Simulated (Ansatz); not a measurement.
## Molecular dynamics, step by step

AgSiH₄O₄ (charge +1), singlet, PBE0-D4/def2-SVP (Ansatz 0.2.0). Settings (timestep in fs, temperature in K; T counts 24 degrees of freedom):

```yaml
hamiltonian: {xc: pbe0, dispersion: d4}
md: {n_steps: 30, timestep: 1.0, temperature: 200, ensemble: nve, seed: 677, initial_velocities: maxwell_boltzmann}
```

Start:

```csv
atom,x (Å),y (Å),z (Å)
Ag1,-0.9516,-1.8991,-1.9470
O2,-0.9143,-1.1315,0.2916
Si3,0.1291,0.1551,0.1911
O4,0.1698,0.1293,-1.4677
O5,1.5600,-0.2021,0.8187
O6,-0.4113,1.5204,0.8352
H7,-1.1014,-1.5405,1.1406
H8,0.7972,0.6761,-1.9478
H9,1.9713,0.3638,1.4756
H10,-1.2486,1.9286,0.6096
```

```
step  time (fs)  potential energy less the start (meV)  kinetic energy (meV)  T (K)
   0       0.00                                    0.0                 206.8    200
   2       2.00                                   52.7                 159.4    154
   4       4.00                                   54.7                 152.8    148
   6       6.00                                  125.7                  86.7     84
   8       8.00                                  104.0                 103.7    100
  10      10.00                                  131.4                  81.4     79
  12      12.00                                   71.1                 136.1    132
  14      14.00                                   84.9                 126.9    123
  16      16.00                                   45.8                 161.8    157
  18      18.00                                   89.1                 122.7    119
  20      20.00                                   86.9                 120.7    117
  22      22.00                                  142.8                  68.9     67
  24      24.00                                  136.6                  72.6     70
  26      26.00                                  148.2                  63.0     61
  28      28.00                                  108.4                 100.3     97
  30      30.00                                   91.6                 119.0    115
```

Step 14, positions (Å) and forces (eV/Å):

| atom | x | y | z | Fx | Fy | Fz |
| --- | --- | --- | --- | --- | --- | --- |
| Ag1 | -0.961 | -1.907 | -1.956 | 0.134 | 0.270 | 0.210 |
| O2 | -0.899 | -1.154 | 0.337 | -0.087 | -0.032 | -0.735 |
| Si3 | 0.127 | 0.168 | 0.202 | 0.684 | -0.229 | 0.016 |
| O4 | 0.201 | 0.166 | -1.503 | 0.290 | 0.050 | 0.511 |
| O5 | 1.574 | -0.207 | 0.855 | 0.294 | 0.614 | 0.403 |
| O6 | -0.424 | 1.552 | 0.834 | -1.311 | 0.524 | -0.339 |
| H7 | -1.025 | -1.693 | 1.126 | 0.146 | 0.219 | 0.125 |
| H8 | 0.929 | 0.685 | -1.906 | -0.577 | -0.410 | 0.212 |
| H9 | 2.093 | 0.365 | 1.467 | -0.755 | -0.572 | -0.738 |
| H10 | -1.311 | 1.919 | 0.594 | 1.182 | -0.435 | 0.335 |

Step 20, positions (Å) and forces (eV/Å):

```
atom       x       y       z      Fx      Fy      Fz
 Ag1  -0.964  -1.909  -1.959   0.119   0.264   0.230
  O2  -0.900  -1.170   0.332   0.443   0.247   0.023
 Si3   0.149   0.160   0.206  -1.379   1.296  -0.174
  O4   0.209   0.173  -1.498  -0.365  -0.530   0.851
  O5   1.568  -0.209   0.860   0.199  -0.242  -0.031
  O6  -0.447   1.586   0.839   1.097  -1.585  -0.384
  H7  -0.909  -1.633   1.191  -0.068   0.173  -0.423
  H8   0.930   0.648  -1.921   0.123   0.122  -0.140
  H9   2.052   0.390   1.428   0.157   0.215   0.223
 H10  -1.299   1.966   0.632  -0.326   0.039  -0.175
```

Step 26, positions (Å) and forces (eV/Å):

| atom | x | y | z | Fx | Fy | Fz |
| --- | --- | --- | --- | --- | --- | --- |
| Ag1 | -0.967 | -1.911 | -1.962 | 0.115 | 0.248 | 0.250 |
| O2 | -0.892 | -1.179 | 0.322 | 0.710 | 0.789 | -0.062 |
| Si3 | 0.156 | 0.166 | 0.207 | -1.752 | 1.298 | -0.232 |
| O4 | 0.212 | 0.172 | -1.478 | -0.589 | -0.671 | 0.462 |
| O5 | 1.568 | -0.211 | 0.868 | -0.127 | -0.594 | -0.307 |
| O6 | -0.454 | 1.592 | 0.834 | 1.984 | -2.052 | -0.175 |
| H7 | -0.818 | -1.566 | 1.205 | -0.283 | -0.361 | -0.017 |
| H8 | 0.916 | 0.615 | -1.945 | 0.395 | 0.332 | -0.242 |
| H9 | 2.013 | 0.425 | 1.407 | 0.618 | 0.653 | 0.692 |
| H10 | -1.290 | 1.978 | 0.638 | -1.071 | 0.358 | -0.367 |

Last step (30):

Ag1  (-0.968, -1.911, -1.963)
O2  (-0.879, -1.176, 0.315)
Si3  (0.148, 0.178, 0.207)
O4  (0.212, 0.166, -1.461)
O5  (1.572, -0.214, 0.875)
O6  (-0.446, 1.577, 0.827)
H7  (-0.807, -1.576, 1.199)
H8  (0.915, 0.613, -1.966)
H9  (2.021, 0.466, 1.428)
H10  (-1.320, 1.976, 0.611)
(Å)

The run took 110 s on 2 CPU threads of an AMD EPYC 7R13 (shared host), with 0.76 GiB of host memory at its peak.
